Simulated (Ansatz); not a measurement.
Worked example: the enthalpy of formation of GaH3S (SMILES [SH][GaH2])

GaH3S has 5 atoms, charge 0, and is taken as a singlet. As SMILES, `[SH][GaH2]`. The shape is that of a PBE0-D4/def2-TZVP optimisation.

Total energies at B3LYP/6-31G* (spherical functions) (Ansatz 0.2.0); the atoms run unrestricted:

```
species    state   energy (Eh)
  GaH3S  singlet  -2324.633458
      S  triplet   -398.101916
     Ga  doublet  -1924.587407
      H  doublet     -0.500273
```

Harmonic wavenumbers at PBE0-D4/def2-TZVP, in cm⁻¹: 400, 410, 429, 595, 710, 737, 2000, 2015, 2719.

Measured heats of formation of the gaseous atoms at 298.15 K, in kJ/mol: S 277.0, Ga 272.0, H 218.0. Spin-orbit lowering of the atoms at 298 K (mean of the ground term's levels less their thermal mean, from spectra), in kJ/mol: S 1.88, Ga 6.24. Take 1 Eh = 2625.50 kJ/mol, 1 cm⁻¹ = 0.0119627 kJ/mol, RT = 2.479 kJ/mol.

Problem. Work out the heat of formation of the gas at 298 K.

Solution. 
1. Electronic atomisation energy: (-398.101916) + (-1924.587407) + 3 × (-0.500273) − (-2324.633458) = 0.443316 Eh = 1163.9 kJ/mol.
2. Zero-point energy: half the sum of the wavenumbers, 5007.5 cm⁻¹ = 59.9 kJ/mol.
3. Thermal vibrational enthalpy, Σ hcν̃/(exp(hcν̃/kT) − 1): 3.3 kJ/mol. Translation, rotation and pV of a non-linear molecule: 4 RT = 9.9 kJ/mol.
4. The 5 free atoms carry 5/2 RT each: 31.0 kJ/mol.
5. Spin-orbit coupling lowers the free atoms by 1.88 + 6.24 = 8.1 kJ/mol.
6. Atomisation enthalpy at 298 K: 1163.9 − 8.1 − 59.9 − 3.3 − 9.9 + 31.0 = 1113.7 kJ/mol.
7. Sum of the atoms' heats of formation: 1203.0 kJ/mol. Heat of formation: 1203.0 − 1113.7 = +89.3 kJ/mol.

No measured value is set beside it here. Relativity is left out. Anharmonicity and any spin-orbit splitting of the molecule are left out.
